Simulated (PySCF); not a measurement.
# Dipole polarisabilities along group 13, charge +2

Calculated with PySCF 2.14 for the ground configurations, without spin-orbit coupling: coupled response for Hartree-Fock and DFT. Mean α in bohr³, C₆ of like pairs in atomic units.

```json
{"species": "B²⁺ [He] 2s1 (aug-cc-pVDZ, non-relativistic)", "α UHF": "8.102", "α PBE": "7.146", "α PBE0": "7.350", "C₆ UHF": "11.49", "C₆ PBE": "9.566", "C₆ PBE0": "9.965"}
{"species": "Al²⁺ [Ne] 3s1 (aug-cc-pVDZ-DK, spin-free X2C)", "α UHF": "15.39", "α PBE": "n/a", "α PBE0": "14.32", "C₆ UHF": "43.28", "C₆ PBE": "n/a", "C₆ PBE0": "38.68"}
{"species": "Ga²⁺ [Ar] 3d10 4s1 (aug-cc-pVDZ-PP with ECP10MDF, ECP)", "α UHF": "11.95", "α PBE": "9.214", "α PBE0": "9.784", "C₆ UHF": "33.01", "C₆ PBE": "23.19", "C₆ PBE0": "25.12"}
{"species": "In²⁺ [Kr] 4d10 5s1 (aug-cc-pVDZ-PP with ECP28MDF, ECP)", "α UHF": "17.10", "α PBE": "12.56", "α PBE0": "13.41", "C₆ UHF": "62.97", "C₆ PBE": "42.02", "C₆ PBE0": "45.67"}
{"species": "Tl²⁺ [Xe] 4f14 5d10 6s1 (aug-cc-pVDZ-PP with ECP60MDF, ECP)", "α UHF": "13.82", "α PBE": "10.90", "α PBE0": "11.38", "C₆ UHF": "56.14", "C₆ PBE": "41.89", "C₆ PBE0": "44.09"}
```
